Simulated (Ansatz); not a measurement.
Gas-phase electronic energies from Ansatz, PBE0-D4/def2-TZVP geometries. CCSD(T)/CBS adds triple-zeta CCSD(T) − MP2 to the extrapolated MP2 energy (def2 sets, frozen cores). This one scheme is used for every species. DFT in def2-TZVPP. B3LYP here is the variant with VWN-RPA as its local correlation; programs differ in this. HSE06 is defined as in plane-wave codes. def2 core potentials past Kr. For Sn outer-core shells are correlated without core-valence functions, which leaves a few kJ/mol of doubt a bond. One conformer a species, not always the lowest.

Reaction (formal hydrolysis of the Sn–Cl bond): `[Cl][SnH2][Cl]` + H₂O → `[OH][SnH2][Cl]` + HCl

`[Cl][SnH2][Cl]`:

Cartesian coordinates in Å:
```
Cl 1.001 1.723 -0.928
Sn -0.122 0.019 0.167
Cl 0.386 -1.938 -0.964
H -1.785 0.300 -0.006
H 0.521 -0.105 1.731
```

H₂O:

Z-matrix (Å, degrees):
```
O
H 1 0.960
H 1 0.960 2 105.1
```

`[OH][SnH2][Cl]`:

Z-matrix (Å, degrees):
```
Sn
Cl 1 2.330
O 1 1.952 2 106.7
H 1 1.693 2 109.1 3 113.1
H 1 1.702 2 106.1 3 -118.2
H 3 0.960 1 113.6 2 -53.4
```

HCl:

Cartesian coordinates in Å:
```
Cl 0.341 -0.469 0.269
H -0.341 0.469 -0.269
```

```json
{"level": "LDA (SPW92)", "ΔE (kJ/mol)": "63.4", "difference from CCSD(T)/CBS": "-4.3"}
{"level": "PBE-D4", "ΔE (kJ/mol)": "65.8", "difference from CCSD(T)/CBS": "-1.9"}
{"level": "revPBE-D4", "ΔE (kJ/mol)": "65.1", "difference from CCSD(T)/CBS": "-2.6"}
{"level": "r2SCAN-D4", "ΔE (kJ/mol)": "66.1", "difference from CCSD(T)/CBS": "-1.6"}
{"level": "B97M-V", "ΔE (kJ/mol)": "65.5", "difference from CCSD(T)/CBS": "-2.2"}
{"level": "PBE0-D4", "ΔE (kJ/mol)": "71.5", "difference from CCSD(T)/CBS": "3.8"}
{"level": "B3LYP-D4", "ΔE (kJ/mol)": "66.9", "difference from CCSD(T)/CBS": "-0.8"}
{"level": "r2SCANh-D4", "ΔE (kJ/mol)": "68.3", "difference from CCSD(T)/CBS": "0.6"}
{"level": "r2SCAN0-D4", "ΔE (kJ/mol)": "71.4", "difference from CCSD(T)/CBS": "3.7"}
{"level": "HSE06-D4", "ΔE (kJ/mol)": "71.9", "difference from CCSD(T)/CBS": "4.2"}
{"level": "BHLYP-D4", "ΔE (kJ/mol)": "72.6", "difference from CCSD(T)/CBS": "4.9"}
{"level": "CAM-B3LYP-D4", "ΔE (kJ/mol)": "63.6", "difference from CCSD(T)/CBS": "-4.1"}
{"level": "ωB97X-V", "ΔE (kJ/mol)": "64.9", "difference from CCSD(T)/CBS": "-2.8"}
{"level": "ωB97M-V", "ΔE (kJ/mol)": "67.2", "difference from CCSD(T)/CBS": "-0.5"}
{"level": "B2PLYP", "ΔE (kJ/mol)": "63.8", "difference from CCSD(T)/CBS": "-3.9"}
{"level": "PBE-QIDH", "ΔE (kJ/mol)": "70.2", "difference from CCSD(T)/CBS": "2.5"}
{"level": "PBE", "ΔE (kJ/mol)": "64.6", "difference from CCSD(T)/CBS": "-3.1"}
{"level": "revPBE", "ΔE (kJ/mol)": "64.8", "difference from CCSD(T)/CBS": "-2.9"}
{"level": "BLYP", "ΔE (kJ/mol)": "59.9", "difference from CCSD(T)/CBS": "-7.8"}
{"level": "r2SCAN", "ΔE (kJ/mol)": "65.9", "difference from CCSD(T)/CBS": "-1.8"}
{"level": "PBE0", "ΔE (kJ/mol)": "70.4", "difference from CCSD(T)/CBS": "2.7"}
{"level": "r2SCANh", "ΔE (kJ/mol)": "68.1", "difference from CCSD(T)/CBS": "0.4"}
{"level": "r2SCAN0", "ΔE (kJ/mol)": "71.1", "difference from CCSD(T)/CBS": "3.4"}
{"level": "BHLYP", "ΔE (kJ/mol)": "69.6", "difference from CCSD(T)/CBS": "1.9"}
{"level": "CAM-B3LYP", "ΔE (kJ/mol)": "62.3", "difference from CCSD(T)/CBS": "-5.4"}
{"level": "LC-ωPBE", "ΔE (kJ/mol)": "64.0", "difference from CCSD(T)/CBS": "-3.7"}
{"level": "RPA@PBE/def2-TZVPP", "ΔE (kJ/mol)": "57.4", "difference from CCSD(T)/CBS": "-10.3"}
{"level": "HF/def2-SVP", "ΔE (kJ/mol)": "81.9", "difference from CCSD(T)/CBS": "14.2"}
{"level": "MP2/def2-SVP", "ΔE (kJ/mol)": "62.8", "difference from CCSD(T)/CBS": "-4.9"}
{"level": "CCSD/def2-SVP", "ΔE (kJ/mol)": "65.1", "difference from CCSD(T)/CBS": "-2.6"}
{"level": "CCSD(T)/def2-SVP", "ΔE (kJ/mol)": "63.6", "difference from CCSD(T)/CBS": "-4.1"}
{"level": "HF/def2-TZVPP", "ΔE (kJ/mol)": "74.0", "difference from CCSD(T)/CBS": "6.3"}
{"level": "SCS-MP2/def2-TZVPP", "ΔE (kJ/mol)": "62.3", "difference from CCSD(T)/CBS": "-5.4"}
{"level": "CCSD/def2-TZVPP", "ΔE (kJ/mol)": "63.7", "difference from CCSD(T)/CBS": "-4.0"}
{"level": "HF/def2-QZVPP", "ΔE (kJ/mol)": "74.1", "difference from CCSD(T)/CBS": "6.4"}
{"level": "MP2/def2-QZVPP", "ΔE (kJ/mol)": "68.2", "difference from CCSD(T)/CBS": "0.5"}
{"level": "SCS-MP2/def2-QZVPP", "ΔE (kJ/mol)": "65.5", "difference from CCSD(T)/CBS": "-2.2"}
{"level": "HF/CBS(def2)", "ΔE (kJ/mol)": "74.1", "difference from CCSD(T)/CBS": "6.4"}
{"level": "MP2/CBS(def2)", "ΔE (kJ/mol)": "70.4", "difference from CCSD(T)/CBS": "2.7"}
{"level": "CCSD/CBS(def2)", "ΔE (kJ/mol)": "69.1", "difference from CCSD(T)/CBS": "1.4"}
{"level": "CCSD(T)/CBS", "ΔE (kJ/mol)": "67.7", "difference from CCSD(T)/CBS": "0"}
```

Largest T1 diagnostic among the species: 0.013.

In def2-TZVPP, CCSD(T) changes the Hartree–Fock value by −11.7 kJ/mol (the triples alone add −1.4 kJ/mol) and MP2 by −8.9 kJ/mol. At CCSD(T), def2-SVP lies −4.1 kJ/mol from the extrapolated value and def2-TZVPP −5.4 kJ/mol. From BLYP to BHLYP (50 % exact exchange), in def2-TZVPP and without D4, ΔE moves by +9.7 kJ/mol.
